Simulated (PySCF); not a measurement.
C4H12OSi, SMILES CC[Si@H](C)OC.

Coordinates come from a ωB97X-D3(BJ)/def2-SVP optimisation. The structure was generated by enumeration; whether it is a known compound was not checked. The values are those of a single conformer.

All values below come from ωB97X-D3(BJ)/def2-SVP in PySCF.

Frequencies are harmonic and unscaled.

```csv
mode,ν (cm⁻¹),IR (km/mol),moving atoms (share of kinetic energy)
1,66,2.0,"C 51 %, H 42 %"
2,77,0.1,"H 60 %, C 33 %"
3,110,0.6,"H 74 %, C 23 %"
4,136,1.8,"C 43 %, H 39 %, O 12 %"
5,153,0.2,H 93 %
6,165,1.4,"H 46 %, C 37 %, Si 12 %"
7,202,2.9,"H 63 %, C 22 %, O 14 %"
8,242,6.1,"H 35 %, C 33 %, O 29 %"
9,334,7.8,"C 36 %, H 29 %, Si 22 %, O 14 %"
10,340,6.7,"H 35 %, Si 24 %, O 24 %, C 17 %"
11,618,8.8,"H 49 %, C 38 %, Si 8 %"
12,641,6.0,"H 65 %, C 27 %"
13,702,17.5,"H 40 %, C 32 %, Si 19 %, O 9 %"
14,749,26.6,"H 62 %, C 19 %, Si 15 %"
15,767,61.4,"H 47 %, C 24 %, Si 24 %"
16,780,18.1,"H 53 %, Si 17 %, C 17 %, O 12 %"
17,880,201.1,"H 68 %, Si 20 %"
18,903,131.7,"H 79 %, Si 10 %, C 10 %"
19,979,32.3,"H 77 %, C 17 %"
20,987,37.0,"H 81 %, C 16 %"
21,1066,24.0,"C 67 %, H 33 %"
22,1176,120.6,"H 36 %, O 33 %, C 31 %"
23,1189,1.2,"H 76 %, C 19 %"
24,1229,128.1,"H 44 %, O 30 %, C 25 %"
25,1254,2.5,"H 78 %, C 22 %"
26,1279,16.7,"H 57 %, C 41 %"
27,1283,46.3,"H 76 %, C 23 %"
28,1408,2.3,"H 81 %, C 19 %"
29,1439,0.4,H 93 %
30,1443,5.9,H 93 %
31,1444,5.1,H 94 %
32,1483,7.1,H 96 %
33,1485,6.0,H 96 %
34,1487,4.9,H 95 %
35,1490,4.1,H 96 %
36,1493,5.4,"H 90 %, C 9 %"
37,2262,150.1,H 97 %
38,3016,55.0,H 97 %
39,3058,36.6,H 96 %
40,3062,8.2,H 96 %
41,3064,2.9,H 97 %
42,3088,48.7,"H 90 %, C 10 %"
43,3109,8.7,"H 91 %, C 9 %"
44,3141,35.3,"H 91 %, C 9 %"
45,3148,23.4,"H 90 %, C 10 %"
46,3153,22.2,"H 90 %, C 10 %"
47,3162,7.5,"H 91 %, C 9 %"
48,3170,4.6,"H 91 %, C 9 %"
```
